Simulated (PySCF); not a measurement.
**ZrOF₂ + NH₃ → ZrN(OH) + 2 HF**

Level: PBE0 in the def2-TZVP basis family, computed in PySCF with density fitting; scalar-relativistic core potentials for atoms from Rb on, none lighter, no spin–orbit coupling; open shells unrestricted.

| species | state and structure | E (Eh) | ZPE (kJ/mol) | H(298 K) − H(0) (kJ/mol) | S° (J/(mol K)) |
| --- | --- | --- | --- | --- | --- |
| ZrOF₂ | singlet, Cs, Zr–F 1.934 Å (×2), Zr–O 1.736 Å; F–Zr–F 120.2°, F–Zr–O 111.9° (×2) | -322.00241 | 16.7 | 15.5 | 313.5 |
| NH₃ | singlet, C3v, N–H 1.013 Å (×3); H–N–H 107.1° (×3) | -56.51312 | 90.6 | 10.0 | 192.4 |
| ZrN(OH) | singlet, Cs, O–H 0.958 Å, Zr–N 1.705 Å, Zr–O 1.983 Å; H–O–Zr 122.4°, N–Zr–O 107.6° | -177.50520 | 42.0 | 12.6 | 281.4 |
| HF | singlet, C∞v, H–F 0.920 Å | -100.39188 | 24.9 | 8.7 | 173.6 |

**Question.** What is the electronic reaction energy?

**Answer.** At PBE0/def2-TZVP, ΔE = 594.9 kJ/mol from the differences of the total energies times 2625.5, uphill. 

**Question.** Add zero-point, thermal and entropy terms for 298.15 K and 1 bar.

**Answer.** ΔZPE = -15.5 and Δ[H(298) − H(0)] = 4.5 kJ/mol give ΔH° = 583.9 kJ/mol. ΔS° = 122.7 J/(mol K), so ΔG° = 583.9 − 298.15 × (0.1227) = 547 kJ/mol.

The structures come from searches over a few start shapes, so lower isomers are not excluded.
